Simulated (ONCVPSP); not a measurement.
**Nb (Z = 41): excitation energies, all-electron against ONCV**

Nb (Z = 41), optimised norm-conserving Vanderbilt (ONCV), made with ONCVPSP 4.0.1 (PBE, fully relativistic). Core [Ar] 3d10, reference 4s2 4p6 4d4 5p1. Waves: 4s: rc 1.25 bohr, ncon 3, nbas 6, qcut 4.1 1/bohr, 2 projectors, debl 1.2 Ha; 4p+5p: rc 2.15 bohr, ncon 3, nbas 6, qcut 5.7 1/bohr, 2 projectors; 4d: rc 2.45 bohr, ncon 5, nbas 9, qcut 5.9 1/bohr, 1 projector. Local part: polynomial inside 1.15 bohr (lpopt 5, dvloc0 6 Ha). Core correction: Teter function fitted to the true core (icmod 2), fcfact 0.7.

Open shells are filled in proportion to 2j + 1.

In the s channel the program set the typed energies aside and used -2.191, 0.250 Ha.

Energies are relative to the spin-unpolarised reference configuration 4s2 4p6 4d4 5p1; without spin polarisation the order of configurations can differ from experiment.

```json
{"valence configuration": "4s2 4p6 4d4 5s1 5p0", "charge": "0", "ΔE all-electron (eV)": "-2.950", "error AE − PS (meV)": "-0.6"}
{"valence configuration": "4s2 4p6 4d4 5p0", "charge": "+1", "ΔE all-electron (eV)": "3.688", "error AE − PS (meV)": "+0.1"}
{"valence configuration": "4s2 4p6 4d3 5p0", "charge": "+2", "ΔE all-electron (eV)": "17.727", "error AE − PS (meV)": "+0.2"}
{"valence configuration": "4s2 4p6 4d5 5p0", "charge": "0", "ΔE all-electron (eV)": "-1.680", "error AE − PS (meV)": "-0.7"}
```

Levels in the configuration 4s2 4p6 4d4 5s1 5p0:

```csv
level,all-electron (eV),pseudo (eV)
4s j=1/2,-58.366,-58.344
4p j=3/2,-33.843,-33.838
4p j=1/2,-35.939,-35.932
4d j=5/2,-2.980,-2.980
4d j=3/2,-3.135,-3.135
5s j=1/2,-3.982,-3.981
```

These tests converged, but a pseudo level misses the all-electron one widely, so the file describes the atom poorly there or has found another state: 4s2 4p6 4d4 5s1 5p0: empty 5p by 4.7 eV.
